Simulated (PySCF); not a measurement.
SnHCl, SMILES [Cl][SnH] (connectivity only; charge and spin as stated), neutral, multiplicity 1. Atoms are numbered in the order given.

```xyz
3

Sn     0.0366    -0.5914     0.0000
H     -1.7382    -0.7184     0.0000
Cl    -0.0055     1.7815     0.0000
```
Charge 0, spin multiplicity 1.

Coordinates come from a r2SCAN-D4/def2-TZVP optimisation. The def2 effective core potentials stand for the cores of Sn; spin–orbit coupling is left out.

Computed with TDDFT-PBE0/def2-TZVPD run with PySCF.

Vertical excitations.  State labels are in the subgroup Cs.

```json
[
 {"state": "S1", "symmetry": "A\"", "energy (eV)": "2.67", "λ (nm)": "464", "f": "0.013", "main pairs": "HOMO→LUMO 100 %"},
 {"state": "S2", "symmetry": "A\"", "energy (eV)": "4.51", "λ (nm)": "275", "f": "0.009", "main pairs": "HOMO−1→LUMO 99 %"},
 {"state": "S3", "symmetry": "A'", "energy (eV)": "4.84", "λ (nm)": "256", "f": "0.003", "main pairs": "HOMO→LUMO+1 52 %, HOMO−2→LUMO 47 %"},
 {"state": "S4", "symmetry": "A'", "energy (eV)": "5.10", "λ (nm)": "243", "f": "0.094", "main pairs": "HOMO−2→LUMO 48 %, HOMO→LUMO+1 45 %"},
 {"state": "S5", "symmetry": "A\"", "energy (eV)": "5.12", "λ (nm)": "242", "f": "0.006", "main pairs": "HOMO−3→LUMO 99 %"},
 {"state": "S6", "symmetry": "A'", "energy (eV)": "6.14", "λ (nm)": "202", "f": "0.184", "main pairs": "HOMO→LUMO+2 93 %"},
 {"state": "S7", "symmetry": "A\"", "energy (eV)": "6.77", "λ (nm)": "183", "f": "0.012", "main pairs": "HOMO−2→LUMO+1 98 %"},
 {"state": "S8", "symmetry": "A'", "energy (eV)": "6.80", "λ (nm)": "182", "f": "0.060", "main pairs": "HOMO−1→LUMO+1 83 %"},
 {"state": "S9", "symmetry": "A'", "energy (eV)": "7.11", "λ (nm)": "174", "f": "0.213", "main pairs": "HOMO→LUMO+3 82 %"},
 {"state": "S10", "symmetry": "A\"", "energy (eV)": "7.53", "λ (nm)": "165", "f": "0.093", "main pairs": "HOMO→LUMO+5 98 %"},
 {"state": "T1", "symmetry": "A\"", "energy (eV)": "1.86", "λ (nm)": "668", "f": "0", "main pairs": "HOMO→LUMO 98 %"},
 {"state": "T2", "symmetry": "A'", "energy (eV)": "4.20", "λ (nm)": "295", "f": "0", "main pairs": "HOMO→LUMO+1 96 %"},
 {"state": "T3", "symmetry": "A\"", "energy (eV)": "4.20", "λ (nm)": "295", "f": "0", "main pairs": "HOMO−1→LUMO 94 %"},
 {"state": "T4", "symmetry": "A'", "energy (eV)": "4.27", "λ (nm)": "290", "f": "0", "main pairs": "HOMO−2→LUMO 99 %"}
]
```
Triplets are in the Tamm–Dancoff approximation, which puts them higher than full response would, so one can lie above its singlet here.
